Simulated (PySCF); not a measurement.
Compound: C3H7NO2Si.
Geometry (PBE0-D3(BJ)/def2-SVP, Å), atoms numbered from 1 in this order:
```xyz
14
C3H7NO2Si angstrom
C      2.6497    0.6028    0.7140
C      1.5913    0.2399    1.4418
O      0.3482   -0.0151    0.9805
Si    -0.1986    0.0595   -0.6200
C     -2.0478   -0.4069   -0.5122
N     -2.5408   -0.6682    0.7190
O     -2.6953   -0.4478   -1.5430
H      2.6033    0.7343   -0.3710
H      3.6060    0.7812    1.2068
H      1.6565    0.1137    2.5279
H     -0.0483    1.4373   -1.1645
H      0.5342   -0.9176   -1.4708
H     -1.9404   -0.6081    1.5315
H     -3.5197   -0.9121    0.8267
```

A calculation gives these core lines: C 1s: 290.24 (area 1), 292.46 (area 1), 293.45 (area 1) eV; N 1s: 406.10 eV; O 1s: 537.11 (area 1), 538.81 (area 1) eV; Si 1s: 1847.54 eV; Si 2p3/2: 107.70 eV.

Computed, not measured: PySCF 2.14.0, delta-SCF UKS SCAN, pcX-2 on the ionised atom, pcseg-1 elsewhere, spin-free X2C. The structure is a single PBE0-D3(BJ)/def2-SVP conformer in the gas phase; no vibrational or solvent corrections.

**Question.** Order the carbon atoms by C 1s binding energy.

**Answer.** 290.24 eV: C1 (terminal =CH2 carbon); 292.46 eV: C2 (vinylic carbon bearing oxygen); 293.45 eV: C5 (carbonyl carbon). Lowest listed C 1s: C1, bonded to C (double bond) and 2 H. Highest, 3.21 eV above it: C5, bonded to O (double bond), N and Si. The widest gap between neighbouring values is 2.22 eV, between 290.24 and 292.46 eV. Summing the Pauling electronegativity differences to the bonded atoms, each weighted by its formal bond order, gives -0.70 for the lowest site and +1.62 for the highest; no listed site has a larger sum than the highest.

**Question.** Which oxygen gives which O 1s line?

**Answer.** 537.11 eV: O7 (carbonyl oxygen); 538.81 eV: O3 (silyl ether oxygen). The listed O 1s values span 1.70 eV, from O7 (bonded to C (double bond)) to O3 (bonded to C and Si). Summing the Pauling electronegativity differences to the bonded atoms, each weighted by its formal bond order, gives -1.78 for the lowest site and -2.43 for the highest; the largest sum, -1.78, belongs to O7, 1.70 eV below the top. The smallest sum, -2.43, belongs to O3, 1.70 eV above the lowest.

Bonded neighbours of each site: C1: C (double bond) and 2 H; C2: O, C (double bond) and H; O3: C and Si; Si4: O, C and 2 H; C5: O (double bond), N and Si; N6: C and 2 H; O7: C (double bond).

**Question.** What is the longest wavelength that can ionise Si 1s of Si4 vertically?

**Answer.** λ = hc/E = 12398.42 eV Å / 1847.54 eV = 6.711 Å.

Spin contamination (⟨S²⟩ against 0.75 for a pure doublet) is marked for C 1s of C2 (0.85), which makes this value less certain. The 2p values aren't plain energy differences: one relaxed spin-free 2p hole is combined with a matrix within the shell (ground-state 2p orbital-energy differences and spin–orbit coupling). 2p3/2, the mean of its two sublevels, lies a third of the splitting below the shell's mean and 2p1/2 two thirds above it; the statistical areas are 2:1. 2p1/2 minus 2p3/2 (ligand field included): Si 0.63 eV.

The run took 70 s of wall time on Arm Neoverse V1, one thread, shared host with 32 logical CPUs at a one-minute load of 31, and the process peaked at 0.69 GiB of memory.
